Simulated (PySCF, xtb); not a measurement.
W(NH)2(F)(Cl) (ClFH2N2W), SMILES [NH]=[W](=[NH])([F])[Cl], multiplicity 1.

GFN2-xTB run with xtb 6.7.1 at its own geometry gives an orbital gap of 2.11 eV and a dipole moment of 1.19 D.

Geometry optimised at B3LYP-D3(BJ)/def2-SVP. The spin state was assumed, not searched. The structure was generated by enumeration; whether it is a known compound was not checked. The def2 effective core potentials stand for the cores of W; spin–orbit coupling is left out.

**Question.** What does PBE/def2-TZVP run with PySCF give? (Estimate from the structure and the level; the computed values follow.)

**Answer.** gap 4.05 eV (levels -6.90 and -2.85 eV), dipole 2.51 D.
